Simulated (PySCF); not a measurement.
C4H11S, charge +1, singlet, geometry from GFN2-xTB; BHANDHLYP/6-31G* in PySCF.

PySCF was given this input:
```python
from pyscf import gto, scf, dft

mol = gto.M(
    atom='''
C     2.65163422    0.28788914   -0.44377331
C     1.45655894   -0.59043828   -0.13844272
S     0.01153665    0.44851711    0.34251951
C    -1.41186711   -0.69933529    0.10754334
C    -2.70156834    0.08552028   -0.00850924
H     3.50740215   -0.34707671   -0.66143455
H     2.47361898    0.92006945   -1.31035978
H     2.90962860    0.91585434    0.40501598
H     1.16950649   -1.19937000   -0.99441373
H     1.65071370   -1.23236994    0.72069614
H    -0.11452144    1.09570859   -0.84108413
H    -1.22128642   -1.30277740   -0.77869692
H    -1.41868801   -1.33682820    0.99153925
H    -3.53222768   -0.61292782   -0.07986711
H    -2.86573338    0.71067169    0.86532440
H    -2.71154572    0.71095726   -0.89794014
''',
    basis='6-31g*',
    charge=1,
    verbose=4,
)

mf = dft.RKS(mol)
mf.xc = 'bhandhlyp'
mf.kernel()
```

It wrote (shortened):

```
PySCF version 2.14.0

[INPUT] verbose = 4
[INPUT] num. atoms = 16
[INPUT] num. electrons = 50
[INPUT] charge = 1
[INPUT] spin (= nelec alpha-beta = 2S) = 0
[INPUT] symmetry False subgroup None
[INPUT] Mole.unit = angstrom
[INPUT] Symbol           X                Y                Z      unit          X                Y                Z       unit  Magmom
[INPUT]  1 C      2.651634220000   0.287889140000  -0.443773310000 AA    5.010862458325   0.544031628837  -0.838610017292 Bohr   0.0
[INPUT]  2 C      1.456558940000  -0.590438280000  -0.138442720000 AA    2.752497480887  -1.115766642659  -0.261618824740 Bohr   0.0
[INPUT]  3 S      0.011536650000   0.448517110000   0.342519510000 AA    0.021801108895   0.847574500081   0.647268066220 Bohr   0.0
[INPUT]  4 C     -1.411867110000  -0.699335290000   0.107543340000 AA   -2.668042162181  -1.321552167343   0.203227459121 Bohr   0.0
[INPUT]  5 C     -2.701568340000   0.085520280000  -0.008509240000 AA   -5.105224269396   0.161609907296  -0.016080133128 Bohr   0.0
[INPUT]  6 H      3.507402150000  -0.347076710000  -0.661434550000 AA    6.628029472211  -0.655879926115  -1.249930148825 Bohr   0.0
[INPUT]  7 H      2.473618980000   0.920069450000  -1.310359780000 AA    4.674462408726   1.738679276079  -2.476221108845 Bohr   0.0
[INPUT]  8 H      2.909628600000   0.915854340000   0.405015980000 AA    5.498401178202   1.730713872594   0.765369278272 Bohr   0.0
[INPUT]  9 H      1.169506490000  -1.199370000000  -0.994413730000 AA    2.210046967001  -2.266480822020  -1.879169604207 Bohr   0.0
[INPUT] 10 H      1.650713700000  -1.232369940000   0.720696140000 AA    3.119396803067  -2.328841670747   1.361918323631 Bohr   0.0
[INPUT] 11 H     -0.114521440000   1.095708590000  -0.841084130000 AA   -0.216414156991   2.070589147433  -1.589418653418 Bohr   0.0
[INPUT] 12 H     -1.221286420000  -1.302777400000  -0.778696920000 AA   -2.307896853451  -2.461892487273  -1.471523912842 Bohr   0.0
[INPUT] 13 H     -1.418688010000  -1.336828200000   0.991539250000 AA   -2.680931795104  -2.526239173595   1.873737624257 Bohr   0.0
[INPUT] 14 H     -3.532227680000  -0.612927820000  -0.079867110000 AA   -6.674942924808  -1.158265713927  -0.150926964261 Bohr   0.0
[INPUT] 15 H     -2.865733380000   0.710671690000   0.865324400000 AA   -5.415451234224   1.342974858582   1.635226124904 Bohr   0.0
[INPUT] 16 H     -2.711545720000   0.710957260000  -0.897940140000 AA   -5.124078785037   1.343514507671  -1.696860940854 Bohr   0.0

nuclear repulsion = 245.131713350146
number of shells = 54
number of NR pGTOs = 203
number of NR cGTOs = 96
basis = 6-31g*
ecp = {}

******** <class 'pyscf.dft.rks.RKS'> ********
method = RKS
initial guess = minao
damping factor = 0
level_shift factor = 0
DIIS = <class 'pyscf.scf.diis.CDIIS'>
diis_start_cycle = 1
diis_space = 8
diis_damp = 0
SCF conv_tol = 1e-09
SCF conv_tol_grad = None
SCF max_cycles = 50
direct_scf = True
direct_scf_tol = 1e-13
XC library pyscf.dft.libxc version 7.1.2
    S. Lehtola, C. Steigemann, M. J. T. Oliveira, and M. A. L. Marques,  SoftwareX 7, 1–5 (2018)
XC functionals = bhandhlyp
    A. D. Becke,  J. Chem. Phys. 98, 1372 (1993)
    Defined through Gaussian implementation.
radial grids:
    Treutler-Ahlrichs [JCP 102, 346 (1995); DOI:10.1063/1.469408] (M4) radial grids

becke partition: Becke, JCP 88, 2547 (1988); DOI:10.1063/1.454033
pruning grids: <function nwchem_prune>
grids dens level: 3
symmetrized grids: False
atomic radii adjust function: <function treutler_atomic_radii_adjust>
small_rho_cutoff = 0
Set gradient conv threshold to 3.16228e-05
Initial guess from minao.
tot grids = 183240
init E= -557.499165272556
  HOMO = -0.346656573011723  LUMO = -0.00955807972499789  gap/eV = 9.17292
cycle= 1 E= -556.798790634171  delta_E=  0.7  |g|= 0.347  |ddm|= 3.25
  HOMO = -0.586079403913404  LUMO = -0.194662395273278  gap/eV = 10.65100
cycle= 2 E= -556.825399573461  delta_E= -0.0266  |g|= 0.216  |ddm|= 0.701
  HOMO = -0.579965305602061  LUMO = -0.151435753305547  gap/eV = 11.66088
cycle= 3 E= -556.838034768729  delta_E= -0.0126  |g|= 0.036  |ddm|= 0.27
  HOMO = -0.579865027944275  LUMO = -0.14871789852681  gap/eV = 11.73211
cycle= 4 E= -556.838378243769  delta_E= -0.000343  |g|= 0.00908  |ddm|= 0.0425
  HOMO = -0.580912129187348  LUMO = -0.149802369121318  gap/eV = 11.73109
cycle= 5 E= -556.838402275017  delta_E= -2.4e-05  |g|= 0.00138  |ddm|= 0.0119
  HOMO = -0.580816935664003  LUMO = -0.149767479621662  gap/eV = 11.72945
cycle= 6 E= -556.838402902998  delta_E= -6.28e-07  |g|= 0.000343  |ddm|= 0.00216
  HOMO = -0.580891355259394  LUMO = -0.149824478393942  gap/eV = 11.72993
cycle= 7 E= -556.838402939944  delta_E= -3.69e-08  |g|= 8.9e-05  |ddm|= 0.000602
  HOMO = -0.580879016681442  LUMO = -0.149806388368953  gap/eV = 11.73008
cycle= 8 E= -556.838402942675  delta_E= -2.73e-09  |g|= 2.02e-05  |ddm|= 0.000141
  HOMO = -0.580877188754962  LUMO = -0.149804222130832  gap/eV = 11.73009
cycle= 9 E= -556.838402942786  delta_E= -1.11e-10  |g|= 8.24e-06  |ddm|= 2.96e-05
  HOMO = -0.580877712515176  LUMO = -0.149804375353275  gap/eV = 11.73010
Extra cycle  E= -556.838402942793  delta_E= -7.39e-12  |g|= 7.14e-06  |ddm|= 1.43e-05
converged SCF energy = -556.838402942793
```
